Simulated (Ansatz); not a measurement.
## Nudged elastic band run: GaOs12

Input:

```yaml
crystal:
  lattice:
    - [5.48, 0.0, 0.0]
    - [2.74, 4.745819, 0.0]
    - [0.0, 0.0, 15.32646]
  atoms:
    - { symbol: Os, position: [0.0, 0.0, 0.0652466] }
    - { symbol: Os, position: [0.5, 0.0, 0.0652466] }
    - { symbol: Os, position: [0.0, 0.5, 0.0652466] }
    - { symbol: Os, position: [0.5, 0.5, 0.0652466] }
    - { symbol: Os, position: [-0.1662766, 0.33255354, 0.20186327] }
    - { symbol: Os, position: [0.33333574, 0.33333158, 0.20186249] }
    - { symbol: Os, position: [-0.16627687, 0.8337229, 0.20186421] }
    - { symbol: Os, position: [0.33255458, 0.83372276, 0.20186662] }
    - { symbol: Os, position: [-1.996e-05, 1.377e-05, 0.33850556] }
    - { symbol: Os, position: [0.50633084, -0.01265089, 0.34036163] }
    - { symbol: Os, position: [-0.01267268, 0.50633352, 0.34036303] }
    - { symbol: Os, position: [0.50633711, 0.50632079, 0.34036264] }
    - { symbol: Ga, position: [0.3332893, 0.33337741, 0.47344296] }
basis:
  ecutwfc: 420.0
kpoints:
  mp_grid: { grid: [4, 4, 1] }
hamiltonian:
  xc: pbe
scf:
  occupations: { method: gaussian, width: 0.05 }
  lower_state_search: "off"
neb:
  images: 5
  f_tol: 0.03
  initial_path: idpp
  max_iterations: 73
  constraints: [{ sites: [0, 1, 2, 3] }]
  final_atoms:
    - { symbol: Os, position: [0.0, -1.0e-08, 0.06524664] }
    - { symbol: Os, position: [0.49999999, 0.0, 0.06524664] }
    - { symbol: Os, position: [-1.0e-08, 0.50000001, 0.06524664] }
    - { symbol: Os, position: [0.49999997, 0.50000001, 0.06524664] }
    - { symbol: Os, position: [-0.16666667, 0.33333334, 0.20122599] }
    - { symbol: Os, position: [0.33327381, 0.33345235, 0.20195796] }
    - { symbol: Os, position: [-0.16654767, 0.83327385, 0.20195796] }
    - { symbol: Os, position: [0.3332738, 0.83327385, 0.20195796] }
    - { symbol: Os, position: [-0.00561801, 0.01123602, 0.34065086] }
    - { symbol: Os, position: [0.49999999, 0.0, 0.3389113] }
    - { symbol: Os, position: [-0.00561802, 0.494382, 0.34065086] }
    - { symbol: Os, position: [0.511236, 0.494382, 0.34065086] }
    - { symbol: Ga, position: [0.16666665, 0.66666668, 0.47430929] }
  order_check: true
```

Run as:

```bash
$ ansatz run input.yaml --threads 4 --pin off --max-ram 10240MiB --backend cpu --events-out ev --progress --plain --runs-dir out
```

Output, in part (warnings, iteration lines):

```
NEB end point (image 0): max|allowed force component| = 9.579e-3 eV/Å (the criterion of neb.relax_end_points is 1.000e-2)
NEB end point (image 6): max|allowed force component| = 4.114e-3 eV/Å (the criterion of neb.relax_end_points is 1.000e-2)
NEB iter   1: max|band force component| = 5.191e-1 eV/Å  barrier→ = 0.1473 eV  barrier← = 0.1223 eV  Δτ_max = 0.1489 Å  (79 SCF iters)
NEB iter   2: max|band force component| = 2.556e-1 eV/Å  barrier→ = 0.0992 eV  barrier← = 0.0742 eV  CI = image 3  Δτ_max = 0.1043 Å  (47 SCF iters)
NEB iter   3: max|band force component| = 1.378e-1 eV/Å  barrier→ = 0.0924 eV  barrier← = 0.0675 eV  CI = image 3  Δτ_max = 0.0402 Å  (43 SCF iters)
NEB iter   4: max|band force component| = 4.991e-2 eV/Å  barrier→ = 0.0899 eV  barrier← = 0.0650 eV  CI = image 3  Δτ_max = 0.0056 Å  (37 SCF iters)
NEB iter   5: max|band force component| = 2.053e-2 eV/Å  barrier→ = 0.0896 eV  barrier← = 0.0647 eV  CI = image 3  CI's point: of a kind that is not told: the force calls were inconclusive, a negative curvature could not be distinguished from the path's own, the only one lies far off the path, or fixed occupations may fill a level only in part  Δτ_max = 0.0000 Å  (330 SCF iters)
```

The forces met the threshold. By the program's own check the climbing image is of a kind that is not told: the force calls were inconclusive, a negative curvature could not be distinguished from the path's own, the only one lies far off the path, or fixed occupations may fill a level only in part (lowest curvatures found: -0.54 and 1.66 eV/Å²). Limits of this set-up: coarse k mesh, thin slab, slab without dipole correction.

Final band (atoms are numbered from 1 in the order of the input):

```csv
image,path coordinate (Å),energy (eV),Os10–Ga13 (Å),Os9–Ga13 (Å)
0,0.00,0.000,2.62,3.78
1,0.28,0.029,2.81,3.57
2,0.57,0.070,3.05,3.37
3,0.85,0.090,3.28,3.16
4,1.10,0.075,3.45,2.97
5,1.35,0.045,3.61,2.78
6,1.61,0.025,3.78,2.62
```

Time of the run: 7.1 min on 4 threads of Intel(R) Xeon(R) Platinum 8488C (Sapphire Rapids), on a shared host, peak memory 2.9 GiB.
